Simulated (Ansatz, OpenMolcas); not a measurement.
# Cu2 (SMILES [Cu][Cu]): the vertical energy of the triplet above the singlet, rung by rung

Cu2: 2 atoms, total charge 0, spin state singlet. As SMILES, `[Cu][Cu]`. Geometry: the measured bond length.

```xyz
2

Cu    0.0000    0.0000    0.0000
Cu    0.0000    0.0000    2.2197
```

Quantity: the vertical energy of the triplet above the singlet, in eV. The values are calculated.

| level | kind | program | value (eV) | CPU time (all runs) |
| --- | --- | --- | --- | --- |
| BLYP/def2-SVPD | GGA | Ansatz | 1.81 | 75 s |
| r2SCAN/def2-SVPD | meta-GGA | Ansatz | 1.63 | 3.2 min |
| BHLYP/def2-SVPD | global hybrid | OpenMolcas | 1.92 | 18 s |
| HSE06/def2-SVPD | range-separated hybrid | Ansatz | 1.86 | 21 s |
| wB97M-V/def2-SVPD | range-separated hybrid | Ansatz | 2.15 | 5.2 min |
| PBE-QIDH/def2-SVPD | double hybrid | Ansatz | 1.83 | 34 s |
| RPA@PBE/def2-SVPD | RPA | Ansatz | 1.13 | 1.8 min |
| RPA@PBE0/def2-SVPD | RPA | Ansatz | 1.74 | 32 s |

The values span 1.13 to 2.15 eV. CPU times are rough (shared hosts, several kinds of processor): they show what a rung costs within a factor of a few.
